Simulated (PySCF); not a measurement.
Computed Raman spectrum (relative Raman activity) of a molecule C2H8GeO. The structure is a stationary point at PBE-D3(BJ)/def2-SVP. The values are those of a single conformer. All values below come from PBE-D3(BJ)/def2-SVP in PySCF. Frequencies are harmonic and unscaled.

Lines under 2 % of the strongest are left out, and lines within 2 cm⁻¹ are merged.

ν (cm⁻¹): 459 (vw), 559 (w), 634 (w), 663 (w), 692 (w), 774 (w), 822 (w), 907 (vw), 936 (vw), 953 (vw), 1029 (vw), 1191 (vw), 1205 (vw), 1340 (vw), 1384 (w), 1424 (w), 1428 (w), 2028 (vs), 2095 (vs), 2960 (vs), 2981 (s), 3033 (s), 3044 (s), 3052 (w), 3742 (m) (against the strongest line: vs over 80 %, s over 45 %, m over 15 %, w over 4 %, vw less)

Task: Which structure fits?
A. C[CH2][GeH2][OH]
B. [CH3][GeH2][CH2]O
C. OC[CH2][GeH3]
D. [CH3][GeH]([CH3])[OH]

Result: A, C[CH2][GeH2][OH]
